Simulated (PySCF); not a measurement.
## Frontier levels across methods

C3H8AlN.
Geometry (PBE0-D3(BJ)/def2-SVP, Å), atoms numbered from 1 in this order:
```
atom  x, y, z in Å
C1     2.255   -0.573   -0.043
C2     1.372    0.307    0.840
C3    -0.025    0.283    0.443
N4    -1.126    0.250    0.110
Al5   -3.070    0.184   -0.484
H6     3.295   -0.512    0.304
H7     1.937   -1.624   -0.001
H8     2.220   -0.244   -1.091
H9     1.700    1.359    0.815
H10    1.416   -0.011    1.895
H11   -3.756    0.891    0.782
H12   -3.240   -1.405   -0.628
H13   -2.955    1.043   -1.835
```

Basis pcSseg-2 throughout (PySCF), one geometry. Geometry: PBE0-D3(BJ)/def2-SVP; no solvent, vibrations or thermal averaging.

How do the orbital energies, the gap and the dipole change with the method?

```tsv
method	kind	HOMO (eV)	LUMO (eV)	gap (eV)	μ (D)	SCF cycles
BLYP	GGA	-5.82	-1.86	3.96	8.46	14
OPBE	GGA	-5.85	-1.85	4.01	8.46	15
PBE	GGA	-5.92	-1.95	3.96	8.43	14
B97-D	GGA	-5.92	-1.89	4.03	8.55	14
LDA	LDA	-5.97	-2.14	3.83	8.40	14
KT2	GGA	-5.97	-1.92	4.04	8.40	15
KT3	GGA	-5.98	-1.95	4.03	8.41	14
BP86	GGA	-6.03	-2.02	4.01	8.47	14
B97-2	global hybrid	-6.88	-1.03	5.85	8.73	13
B3LYP	global hybrid	-6.93	-1.25	5.68	8.69	13
PBE0	global hybrid	-7.11	-0.97	6.14	8.72	13
mPW1PW91	global hybrid	-7.14	-1.00	6.14	8.73	13
BHandHLYP	global hybrid	-8.27	-0.14	8.13	8.93	12
CAM-B3LYP	range-separated hybrid	-8.50	-0.02	8.47	8.84	12
wB97X-D	range-separated hybrid	-9.02	0.81	9.83	8.87	13
LC-wPBE	range-separated hybrid	-9.88	1.15	11.03	8.92	13
HF	Hartree–Fock	-10.14	1.60	11.74	9.27	10
```

The HOMO spans 4.32 eV, from BLYP down to HF, and the gap runs from 3.83 eV (LDA) to 11.74 eV (HF). Over the methods BLYP (0 %), OPBE (0 %), PBE (0 %), B97-D (0 %), LDA (0 %), KT2 (0 %), KT3 (0 %), BP86 (0 %), B97-2 (21 %), B3LYP (20 %), PBE0 (25 %), mPW1PW91 (25 %), BHandHLYP (50 %), HF (100 %), a straight line through the gap against the share of exact exchange rises by 0.79 eV for each 10 % (correlation coefficient 0.999). The dipole ranges from 8.40 D (LDA) to 9.27 D (HF). This basis has no diffuse functions.

The vertical ΔSCF ionisation energy at wB97X-D/def2-SVPD is 9.53 eV; −ε(HOMO) comes closest to it with LC-wPBE (9.88 eV).
